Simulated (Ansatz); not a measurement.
Geometry optimisation of C$_{2}$H$_{7}$BO$_{2}$S, SMILES `CCSB(O)O`.

```yaml
crystal:
  periodic: [false, false, false]
  atoms:
    - {symbol: C, position_ang: [0.779280, 0.584600, -1.500050]}
    - {symbol: C, position_ang: [0.085810, 1.290400, -0.347450]}
    - {symbol: S, position_ang: [0.593710, 0.625570, 1.296170]}
    - {symbol: B, position_ang: [-0.344470, -0.937200, 1.406600]}
    - {symbol: O, position_ang: [-0.136650, -1.665860, 2.517540]}
    - {symbol: O, position_ang: [-1.216090, -1.379390, 0.469800]}
    - {symbol: H, position_ang: [1.854500, 0.723380, -1.422300]}
    - {symbol: H, position_ang: [0.576590, -0.485030, -1.494360]}
    - {symbol: H, position_ang: [0.441460, 0.999450, -2.448300]}
    - {symbol: H, position_ang: [-1.001210, 1.231420, -0.423110]}
    - {symbol: H, position_ang: [0.371970, 2.340060, -0.315840]}
    - {symbol: H, position_ang: [-0.639470, -2.479200, 2.572550]}
    - {symbol: H, position_ang: [-1.365420, -0.848210, -0.311250]}
basis:
  gaussian: {orbitals: def2-TZVP}
hamiltonian: {xc: pbe0, dispersion: d4}
relax: {f_tol: 0.005, max_steps: 150}
```

```sh
$ ansatz run in.yaml --threads 2 --pin off --events-out ev --progress --plain --max-ram 32768MiB --backend cuda --devices 0, --max-vram 18GiB
```

It prints (some lines left out):

```
Functional definition: PBE0
  name "PBE0"
  cite "Adamo & Barone, J. Chem. Phys. 110, 6158 (1999) doi:10.1063/1.478522"
  cite "Perdew, Burke & Ernzerhof, Phys. Rev. Lett. 77, 3865 (1996) doi:10.1103/PhysRevLett.77.3865"
  parent pbe
  parameter a = 0.25
  parameter kappa = 0.804
  parameter beta = 0.06672455060314922
  exchange = (1 - a)*pbe_x(kappa = kappa, mu = beta*pi^2/3) + a*exact_x
  correlation = pbe_c(beta = beta)
mean field -17789.15172643 eV, -653.7392680263 hartree, gradient 9.2e-6 eV, S^2 0.000000; 0 other end points of the search recorded, 0 dependent functions left out
the calculation of the forces begins
relax step   1: F+E_penalty+E_count = -17789.39355298 eV  Δ(F+E_penalty+E_count) = +0.000e0 eV  max|allowed force component| = 5.762e-1 eV/Å  Δτ_max = 0.0000 Å  (29 SCF iters, accepted)
these checks for a lower state are left out or cut short: starts, cluster_reference, orbital_swaps, neighbouring_geometries, increment
mean field -17789.17301488 eV, -653.7400503623 hartree, gradient 1.0e-5 eV, S^2 0.000000; 0 other end points of the search recorded, 0 dependent functions left out
the calculation of the forces begins
relax step   2: F+E_penalty+E_count = -17789.41438601 eV  Δ(F+E_penalty+E_count) = -2.083e-2 eV  max|allowed force component| = 3.219e-1 eV/Å  Δτ_max = 0.0329 Å  (32 SCF iters, accepted)
these checks for a lower state are left out or cut short: starts, cluster_reference, orbital_swaps, neighbouring_geometries, increment
mean field -17789.18259467 eV, -653.7404024129 hartree, gradient 1.1e-5 eV, S^2 0.000000; 0 other end points of the search recorded, 0 dependent functions left out
the calculation of the forces begins
relax step   3: F+E_penalty+E_count = -17789.42386597 eV  Δ(F+E_penalty+E_count) = -9.480e-3 eV  max|allowed force component| = 1.197e-1 eV/Å  Δτ_max = 0.0271 Å  (32 SCF iters, accepted)
these checks for a lower state are left out or cut short: starts, cluster_reference, orbital_swaps, neighbouring_geometries, increment
mean field -17789.18361183 eV, -653.7404397932 hartree, gradient 9.7e-6 eV, S^2 0.000000; 0 other end points of the search recorded, 0 dependent functions left out
the calculation of the forces begins
relax step   4: F+E_penalty+E_count = -17789.42507187 eV  Δ(F+E_penalty+E_count) = -1.206e-3 eV  max|allowed force component| = 8.575e-2 eV/Å  Δτ_max = 0.0267 Å  (31 SCF iters, accepted)
these checks for a lower state are left out or cut short: starts, cluster_reference, orbital_swaps, neighbouring_geometries, increment
mean field -17789.18447422 eV, -653.7404714853 hartree, gradient 1.0e-5 eV, S^2 0.000000; 0 other end points of the search recorded, 0 dependent functions left out
the calculation of the forces begins
relax step   5: F+E_penalty+E_count = -17789.42597982 eV  Δ(F+E_penalty+E_count) = -9.080e-4 eV  max|allowed force component| = 1.104e-1 eV/Å  Δτ_max = 0.0251 Å  (32 SCF iters, accepted)
these checks for a lower state are left out or cut short: starts, cluster_reference, orbital_swaps, neighbouring_geometries, increment
mean field -17789.18555307 eV, -653.7405111323 hartree, gradient 9.8e-6 eV, S^2 0.000000; 0 other end points of the search recorded, 0 dependent functions left out
the calculation of the forces begins
relax step   6: F+E_penalty+E_count = -17789.42718393 eV  Δ(F+E_penalty+E_count) = -1.204e-3 eV  max|allowed force component| = 3.501e-2 eV/Å  Δτ_max = 0.0191 Å  (31 SCF iters, accepted)
these checks for a lower state are left out or cut short: starts, cluster_reference, orbital_swaps, neighbouring_geometries, increment
mean field -17789.18564225 eV, -653.7405144097 hartree, gradient 1.0e-5 eV, S^2 0.000000; 0 other end points of the search recorded, 0 dependent functions left out
the calculation of the forces begins
relax step   7: F+E_penalty+E_count = -17789.42730204 eV  Δ(F+E_penalty+E_count) = -1.181e-4 eV  max|allowed force component| = 2.262e-2 eV/Å  Δτ_max = 0.0140 Å  (33 SCF iters, accepted)
these checks for a lower state are left out or cut short: starts, cluster_reference, orbital_swaps, neighbouring_geometries, increment
mean field -17789.18571985 eV, -653.7405172612 hartree, gradient 1.0e-5 eV, S^2 0.000000; 0 other end points of the search recorded, 0 dependent functions left out
the calculation of the forces begins
relax step   8: F+E_penalty+E_count = -17789.42735715 eV  Δ(F+E_penalty+E_count) = -5.511e-5 eV  max|allowed force component| = 4.141e-3 eV/Å  Δτ_max = 0.0027 Å  (33 SCF iters, accepted)
mean field -17789.18571985 eV, -653.7405172612 hartree, gradient 1.0e-5 eV, S^2 0.000000; 1 other end points of the search recorded, 0 dependent functions left out
the calculation of the forces begins
Total energy: -17789.42738923 eV, -653.7493984473 hartree
Atom 0 at     0.785323     0.585714    -1.499936 Å, force     0.000817    -0.004141    -0.002837 eV/Å
Atom 1 at     0.085316     1.268654    -0.340964 Å, force    -0.000870     0.004033     0.002295 eV/Å
Atom 2 at     0.572914     0.640470     1.291805 Å, force     0.000269    -0.001638    -0.001147 eV/Å
Atom 3 at    -0.343366    -0.929317     1.410825 Å, force    -0.001108    -0.001578     0.001094 eV/Å
Atom 4 at    -0.109666    -1.666725     2.528154 Å, force    -0.000379     0.000025    -0.004020 eV/Å
Atom 5 at    -1.233843    -1.397089     0.485292 Å, force     0.000924     0.001317    -0.000178 eV/Å
Atom 6 at     1.867746     0.686904    -1.406495 Å, force    -0.001298     0.000276     0.000888 eV/Å
Atom 7 at     0.561821    -0.483070    -1.536646 Å, force     0.000509     0.001616    -0.000288 eV/Å
Atom 8 at     0.479345     1.030684    -2.451357 Å, force     0.000534    -0.000028     0.001656 eV/Å
Atom 9 at    -1.004127     1.227137    -0.436231 Å, force     0.000838    -0.000520    -0.000701 eV/Å
Atom 10 at     0.339573     2.330016    -0.315773 Å, force    -0.001233    -0.000904     0.000375 eV/Å
Atom 11 at    -0.635864    -2.471170     2.541479 Å, force     0.000381     0.001988     0.001506 eV/Å
Atom 12 at    -1.365163    -0.822216    -0.270152 Å, force     0.000616    -0.000447     0.001357 eV/Å
Dipole moment:    -0.254253     0.045273    -0.535357 e Å
```

Run time 21 s (2 threads of an AMD EPYC 7R13 on a shared host and a share of an NVIDIA H100 80 GB); peak host memory 0.86 GiB.
